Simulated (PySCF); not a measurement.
Ge(F)3(OH) (F₃GeHO), SMILES [OH][Ge]([F])([F])[F].

Coordinates come from a PBE-D3(BJ)/def2-SVP optimisation. The structure was generated by enumeration, and PubChem lists no compound with its InChIKey, so it may never have been made. The values are those of a single conformer.

Two levels are set side by side: TDA-PBE/def2-SVPD (PySCF) and TDA-M06-2X/def2-SVPD (PySCF). Vertical, same geometry. The lowest singlet is HOMO→LUMO 99 % with PBE and HOMO→LUMO 89 % with the other functional; states are paired by order. Differences are taken from unrounded values.

| quantity | TDA-M06-2X | TDA-PBE | TDA-PBE minus TDA-M06-2X |
|---|---|---|---|
| lowest singlet excitation (eV) | 7.88 | 6.17 | -1.71 |
| lowest triplet excitation (TDA) (eV) | 7.30 | 5.72 | -1.58 |
| first bright state (f over 0.05) (eV) | 9.16 | 7.66 | -1.50 |
| its oscillator strength | 0.13 | 0.08 | -0.05 |

Functionals without exact exchange tend to place singlet excitations lower, as here. Differences between two approximate levels are no errors against the true value.

Rough cost on one machine, each run with all the roots and properties that it gave: TDA-M06-2X against TDA-PBE about 9 times.
